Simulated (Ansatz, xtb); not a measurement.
# ClH6Si3+: which of two structures lies lower

Structure I is a singlet given by its coordinates and structure II is a singlet given by its coordinates. Both are isolated ions in the gas phase, relaxed with r2SCAN-D4/def2-SVP.

I (Å):

```xyz
10

Cl    1.0394   -2.1978    0.4734
Si   -1.7449   -0.1321   -0.9935
Si   -0.1214   -0.2144    0.7155
Si   -0.1125   -1.8113    2.3577
H    -0.9827    0.0127   -2.2612
H    -2.5794    1.0541   -0.6642
H    -2.4819   -1.4181   -0.8834
H     0.9676    0.7853    0.8745
H     0.8735   -1.7751    3.4603
H    -1.1812   -2.8332    2.4142
```

Close contacts (Å): Cl1–Si3 2.31, Cl1–Si4 2.24, Si2–Si3 2.36, Si3–Si4 2.29, Si2–H5 1.49, Si2–H6 1.49, Si2–H7 1.49, Si3–H8 1.49, Si4–H9 1.48, Si4–H10 1.48.

II (Å):

```xyz
10

Cl   -0.0184   -2.4532   -0.4775
Si   -0.7825   -0.3888   -1.0561
Si   -1.0451    0.2026    1.2152
Si   -0.2483   -1.9595    1.7327
H     0.3556    0.1612   -1.8310
H    -1.9769   -0.7142   -1.8720
H    -2.4663    0.4039    1.6014
H    -0.1148    1.2799    1.6439
H     1.1350   -2.1306    2.2380
H    -1.1990   -3.0016    2.1893
```

Close contacts (Å): Cl1–Si2 2.28, Cl1–Si4 2.28, Si2–Si3 2.36, Si3–Si4 2.36, Si2–H5 1.48, Si2–H6 1.48, Si3–H7 1.49, Si3–H8 1.49, Si4–H9 1.48, Si4–H10 1.48.

Q: Estimate which is lower in electronic energy at CCSD(T)/def2-SVP + ΔMP2/def2-TZVPP, and by roughly how much.

A: The CCSD(T)/def2-SVP + ΔMP2/def2-TZVPP calculation puts structure II lower, by 10.7 kcal/mol.

How the difference moves with the method:

```csv
level,geometry,E(II) − E(I) (kcal/mol),departure from the last row (kcal/mol),"job, with rough time for the two"
r2SCAN-D4/def2-SVP,r2SCAN-D4/def2-SVP,−10.4,+0.4,"optimisation, 92 s"
HF/def2-SVP,r2SCAN-D4/def2-SVP,−12.3,−1.6,part of the CCSD(T) run
MP2/def2-SVP,r2SCAN-D4/def2-SVP,−11.5,−0.7,part of the CCSD(T) run
CCSD(T)/def2-SVP,r2SCAN-D4/def2-SVP,−11.1,−0.4,single point
CCSD(T)/def2-SVP + ΔMP2/def2-TZVPP,r2SCAN-D4/def2-SVP,−10.7,,"single point, 25 s"
```

None of the levels shown reverses the order. The largest departure from CCSD(T)/def2-SVP + ΔMP2/def2-TZVPP is that of HF/def2-SVP, 1.6 kcal/mol. Levels run at GFN2-xTB geometries aren't shown. The last row adds to CCSD(T) the change of the MP2 difference between the two basis sets, here +0.4 kcal/mol.

With harmonic frequencies from r2SCAN-D4/def2-SVP (ideal gas, rigid rotor, one conformer each, 298.15 K, 1 atm): on the last row, ΔE + ΔZPE = −10.3 kcal/mol. A mode under 50 cm⁻¹ makes harmonic enthalpies and free energies unreliable, so none is given.

The correlated steps freeze 20 core orbitals. Codes used: Ansatz 0.2.0; the last row on 2 threads of Intel(R) Xeon(R) Platinum 8375C CPU @ 2.90GHz (Ice Lake) on a shared host.
